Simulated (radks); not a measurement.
The numbers below are computed, except where a source is named.
Sn2+, 48 electrons, occupied as [Kr] 4d10 5s2 (the NIST ground configuration). Level of theory: scalar-relativistic Kohn-Sham, Slater X-alpha with alpha = 0.593, spin-polarised, spherical densities, finite nucleus; Fermi nuclear charge, rms radius 4.6519 fm (a radial shooting solver on a logarithmic mesh with Libxc functionals).

Radial electron density D(r) = 4 pi r^2 rho(r):

```
   r/bohr * D(r) (the largest magnitude, 82.3, reaches the edge; | marks zero)
 0.003105 |      *
 0.003586 |        *
 0.004108 |          *
 0.004745 |            *
 0.005436 |               *
 0.006278 |                  *
  0.00725 |                     *
 0.008306 |                         *
 0.009593 |                             *
  0.01108 |                                 *
  0.01269 |                                    *
  0.01466 |                                       *
  0.01679 |                                         *
   0.0194 |                                          *
   0.0224 |                                          *
  0.02566 |                                         *
  0.02964 |                                       *
  0.03395 |                                     *
  0.03921 |                                    *
  0.04529 |                                     *
  0.05189 |                                       *
  0.05992 |                                            *
   0.0692 |                                                 *
  0.07928 |                                                     *
  0.09156 |                                                      *
   0.1049 |                                                    *
   0.1211 |                                               *
   0.1399 |                                         *
   0.1603 |                                      *
   0.1851 |                                     *
   0.2138 |                                        *
   0.2449 |                                           *
   0.2829 |                                            *
   0.3241 |                                       *
   0.3743 |                              *
   0.4323 |                    *
   0.4952 |               *
   0.5719 |             *
   0.6553 |             *
   0.7567 |              *
    0.874 |              *
    1.001 |            *
    1.156 |        *
    1.335 |     *
     1.53 |   *
    1.767 |  *
    2.024 | *
    2.338 |*
      2.7 |*
    3.093 *
    3.573 *
    4.126 *
    4.727 *
    5.459 *
    6.254 *
    7.223 *
```

D(r) has 4 maxima, at r = 0.0203, 0.0901, 0.265, 0.781 bohr, and minima at 0.0398, 0.174, 0.572 bohr, inside which lie 1.99, 11.19, 28.97 electrons.
